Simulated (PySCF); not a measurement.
Species: C₆H₅F₂ (doublet state).
Z-matrix (Å and degrees, GFN2-xTB geometry), rows numbered from 1:
```
F 
C   1  1.3512
C   2  1.3538  1  120.37
C   3  1.4034  2  120.20  1   179.97
C   4  1.4035  3  119.82  2    -0.05
C   5  1.3538  4  120.21  3     0.06
F   6  1.3513  5  120.39  4  -179.94
C   6  1.4883  5  125.03  4     0.09
H   3  1.0786  2  119.43  1     0.01
H   4  1.0755  3  120.07  2   179.96
H   5  1.0786  4  120.37  3  -179.88
H   8  1.1023  2  110.48  1    58.10
H   8  1.1022  2  110.53  1   -57.76
```

Identity: `F[C]1C=CC=C(F)C1` [radical].

Level of theory: PySCF, UKS B3LYP, pcH-1 on C F H, non-relativistic, mean-field spin-orbit, GIAO. Isolated species at its GFN2-xTB geometry, gas phase. Couplings are sensitive to structure, and on GFN2-xTB geometries they can be far from those on DFT ones. No stability test was run, so a lower SCF solution isn't excluded. ⟨S²⟩ is 0.785 where a pure state has 0.75.

Principal values of hyperfine tensors in MHz (contact and dipolar terms together), for some of the nuclei:

| atom | isotope | A1 | A2 | A3 | alike by the symmetry of this geometry |
| --- | --- | --- | --- | --- | --- |
| H12 | 1H | 142.64 | 145.83 | 149.79 | H13 |
| F1 | 19F | -49.47 | -29.33 | 237.13 | F7 |
| C4 | 13C | 3.68 | 6.30 | 135.80 | none |
| C2 | 13C | 6.56 | 7.78 | 113.50 | C6 |
| H10 | 1H | -59.48 | -37.55 | -15.69 | none |
| C5 | 13C | -60.98 | -27.02 | -24.08 | C3 |
| C8 | 13C | -35.58 | -35.35 | -35.28 | none |

Question: Give the isotropic coupling of each nucleus in MHz and in mT (g = 2.0034), and the anisotropic part.

Answer: a_iso = (A1 + A2 + A3)/3, Ti = Ai − a_iso; 1 mT corresponds to 28.040 MHz.

```tsv
atom	a_iso (MHz)	a_iso (mT)	T1	T2	T3
H12	146.09	5.210	-3.44	-0.26	3.70
F1	52.77	1.882	-102.25	-82.11	184.36
C4	48.59	1.733	-44.91	-42.30	87.21
C2	42.61	1.520	-36.05	-34.84	70.89
H10	-37.57	-1.340	-21.91	0.02	21.89
C5	-37.36	-1.332	-23.62	10.34	13.28
C8	-35.40	-1.263	-0.18	0.05	0.13
```

Question: What spin density at the nucleus of C8 lies behind its contact coupling (g_N = 1.40482)?

Answer: a_FC = (2μ0/3) gₑ μB g_N μN ρ(0)/(2S·h) = 800.24 MHz × g_N × ρ(0)/(2S), with ρ in bohr⁻³. With a_FC = -35.40 MHz and 2S = 1, ρ(0) = -0.03149 bohr⁻³.

Question: H9 (1H, g_N = 5.58569) isn't in the table. Its spin density at the nucleus is 0.002189 bohr⁻³. What is its contact coupling?

Answer: By the same relation, a_FC = 9.79 MHz. Its full tensor has the principal values 5.77, 8.84, 14.74 MHz.

Question: Which nucleus of the table has the largest anisotropic coupling, and what is its form?

Answer: F1: -102.2, -82.1, 184.4 MHz, rhombic: the two smaller values differ by 11 % of the largest.

Question: What first-order splitting does F1 cause when the field lies along A1, A2 or A3 of its tensor (g taken as isotropic, no quadrupole term)?

Answer: 2 lines (I = 1/2), spaced by |A_i|/(g × 13.996): 1.76, 1.05, 8.46 mT along the axes of A1, A2 and A3.

Time: 52 s wall (with the writing of density and orbital grids); peak memory 0.92 GiB. Hardware: Arm Neoverse V1, one thread, no GPU, shared host with 32 logical CPUs at a one-minute load of 19.

The SMILES draws the unpaired electron on C2; the largest computed Mulliken spin population is on C4 (0.56 against 0.38).
